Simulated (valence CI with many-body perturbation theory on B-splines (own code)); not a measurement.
Pb XII: magnetic and hyperfine properties of the levels

Method: valence CI with perturbative core correlation (CI+MBPT): three valence electrons over a frozen Dirac-Fock core [Xe] 4f14, a basis of 7 s, 7 p, 8 d, 6 f, 4 g, 1 h functions for each j, with the one-electron correlation potential Σ1, the two-electron term Σ2, the three-electron term Σ3, Breit, model QED; selected CI, second order for the rest, scaled by the run's own slope (own B-spline code, finite nucleus).

No measured levels were compared; by estimate terms of the open shell hold to 2 to 4 % of their energy, and close levels can change places. Excitations out of the core, of the other parity, are not computed and may begin above about 50.8 eV (a cautious bound); beyond it only levels of the ground parity were kept, without lifetimes.

A/g_I is the dipole constant over the nuclear g factor μ/I (μ in nuclear magnetons, uniformly magnetised nucleus), B/Q the quadrupole constant per barn. Both hold the static response of the core; the bare values leave it out. Large factors of s and p1/2 electrons are usually good to 5 to 10 %; those of open d and f shells near neutrality can be off by tens of per cent, and small factors of p3/2, d and f electrons come from cancelling terms and can be off by a factor of two or in sign, in half-filled shells by more. B is blank for J = 1/2, where it vanishes, and for nearly pure S terms. Energies count from the lowest level.

Levels are named by their leading jj configuration (3d3/2^4 stands for four electrons in 3d with j = 3/2), which in mixed levels can hold well under half, so a name can repeat and another be missing. Letters in brackets count levels of one name in rising energy.

```csv
Level,E (eV),g,A/g_I (MHz),A/g_I bare,B/Q (MHz/b),B/Q bare
(5d3/2^3) J=3/2,0.000,0.585,6040,4910,-2800,-2490
(5d3/2^2 5d5/2) J=5/2 [a],2.562,1.045,2530,2750,-1690,-1550
(5d3/2^2 5d5/2) J=3/2,3.769,1.298,1070,2190,-1290,-1160
(5d3/2^2 5d5/2) J=7/2,3.856,1.118,2240,2750,53.9,-45.1
(5d3/2^2 5d5/2) J=9/2,4.258,1.103,2490,3000,2690,2250
(5d3/2^2 5d5/2) J=1/2,4.403,1.975,-5200,-2410,,
(5d3/2^2 5d5/2) J=5/2 [b],6.754,1.480,-501,1100,3760,3250
(5d3/2 5d5/2^2) J=7/2 [a],6.787,1.032,2420,2540,686,623
(5d3/2 5d5/2^2) J=9/2,7.197,1.131,1900,2380,1570,1330
(5d3/2 5d5/2^2) J=3/2 [a],7.992,1.163,1900,2560,-3440,-3040
(5d3/2 5d5/2^2) J=1/2,8.343,1.360,-1500,-772,,
(5d3/2 5d5/2^2) J=11/2,8.748,1.090,2280,2660,7380,6530
(5d3/2 5d5/2^2) J=5/2 [a],9.271,1.154,1270,1690,3730,3330
(5d3/2 5d5/2^2) J=5/2 [b],9.714,1.046,2410,2590,86.6,50.4
(5d3/2 5d5/2^2) J=7/2 [b],10.183,1.118,2190,2680,1720,1550
(5d5/2^3) J=9/2,11.167,1.118,1650,2000,1360,1230
(5d5/2^3) J=3/2,11.692,1.156,2090,2750,1560,1400
(5d3/2 5d5/2^2) J=3/2 [b],14.252,0.859,3990,3680,3370,3000
(5d5/2^3) J=5/2,15.198,1.159,1470,1980,1480,1340
(5d3/2^2 6s) J=3/2,45.369,0.465,-20800,-19300,517,472
(5d3/2^2 6s) J=5/2,45.931,1.023,29000,26800,381,347
(5d3/2^2 6s) J=1/2,48.658,2.346,125000,116000,,
(5d3/2 5d5/2 6s) J=7/2 [a],48.901,1.226,19800,18800,1460,1230
(5d3/2 5d5/2 6s) J=5/2 [a],49.458,0.988,-11000,-9620,1290,1090
(5d3/2 5d5/2 6s) J=3/2 [a],50.608,1.530,16200,15800,2620,2270
(5d3/2 5d5/2 6s) J=9/2,50.609,1.256,17100,16400,5270,4590
(5d3/2 5d5/2 6s) J=5/2 [b],50.648,1.317,25200,23800,-1860,-1710
(5d3/2 5d5/2 6s) J=3/2 [b],51.386,1.130,2660,2960,-2050,-1850
(5d3/2 5d5/2 6s) J=7/2 [b],51.443,1.004,-10900,-9370,6320,5600
(5d3/2 5d5/2 6s) J=1/2,51.954,1.023,-35800,-32700,,
(5d5/2^2 6s) J=9/2,53.848,1.187,17000,16000,6920,6170
(5d5/2^2 6s) J=7/2,54.480,1.038,-12700,-11200,4980,4410
(5d5/2^2 6s) J=5/2,54.666,1.355,28400,26600,-2550,-2240
(5d5/2^2 6s) J=3/2,55.416,1.139,-24800,-21800,-2310,-2070
(5d5/2^2 6s) J=1/2,58.976,1.967,136000,125000,,
(5d3/2^2 6d3/2) J=5/2,94.056,0.752,4220,3720,-52.2,1.68
(5d3/2^2 6d3/2) J=7/2,94.173,0.762,3910,3530,2170,1640
(5d3/2^2 6d3/2) J=1/2,94.259,0.610,9130,8420,,
(5d3/2 6s^2) J=3/2,94.428,0.799,4890,4700,3730,3410
(5d3/2^2 6d5/2) J=5/2 [a],95.850,0.990,2550,2180,-1310,-1230
```

**Question.** Take the isotope of mass number 207, with I = 1/2, μ = 0.5906 μN. What is the hyperfine structure of (5d3/2^3) J=3/2?

**Answer.** From the table A = 7140 MHz. Shifts from the centre of gravity in MHz: F = 1: -8920, F = 2: 5360.
